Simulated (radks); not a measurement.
Values are calculated unless marked as measured or tabulated.
Neutral rubidium inside a hard spherical wall (all orbitals vanish at R), configuration held at [Kr] 5s1 and not refilled when levels cross. Code: a radial shooting solver on a logarithmic mesh with Libxc functionals. Model: scalar-relativistic Kohn-Sham, r2SCAN, spin-polarised, spherical densities, finite nucleus; open shells are filled with parallel spins first (spin-orbit coupling, left out, can overturn this in heavy ions); meta-GGA in the generalised Kohn-Sham scheme; Fermi nuclear charge, rms radius 4.2036 fm. Eigenvalues in eV for spin up, with the zero of energy where the potential of the charges vanishes at infinity; a dash marks a level that is unbound or too diffuse for the functional's potential to be trusted. A positive occupied level is held by the wall or, in an anion where self-interaction has pushed it up, behind a barrier. The pressure on the wall is -dE/dV.

| R (bohr) | E (hartree) | kinetic (hartree) | e(3d) | e(4s) | e(4p) | e(5s) | e(5p, empty) | e(6s, empty) | pressure (GPa) |
|---|---|---|---|---|---|---|---|---|---|
| free | -2981.68263 | 3053.799 | -105.70 | -33.033 | -16.541 | -2.495 | -0.848 | - | 0 |
| 20 | -2981.68263 | 3053.799 | -105.70 | -33.033 | -16.540 | -2.495 | -0.845 | 0.372 | < 0.0001 |
| 12 | -2981.68145 | 3053.809 | -105.58 | -32.923 | -16.433 | -2.419 | -0.603 | 2.122 | 0.0149 |
| 10 | -2981.67726 | 3053.832 | -105.36 | -32.701 | -16.217 | -2.222 | -0.143 | 4.174 | 0.0925 |
| 8 | -2981.65974 | 3053.906 | -104.82 | -32.190 | -15.724 | -1.561 | 1.165 | 9.066 | 0.603 |
| 5 | -2981.44704 | 3054.638 | -102.23 | -29.949 | -13.623 | 4.794 | 11.053 | 38.181 | 20.2 |
| 3.5 | -2980.44782 | 3058.352 | -94.329 | -24.206 | -7.621 | 26.853 | 38.655 | 103.54 | 316 |
| 3 | -2979.15083 | 3062.959 | -86.737 | -18.547 | -1.197 | 49.099 | 64.094 | 158.48 | 1010 |
| 2.5 | -2975.91750 | 3073.491 | -73.041 | -6.745 | 12.565 | 94.463 | 113.64 | 260.42 | 3820 |
| 1.5 | -2935.28253 | 3185.493 | 6.029 | 113.85 | 146.86 | 471.92 | 498.40 | 994.55 | 123000 |
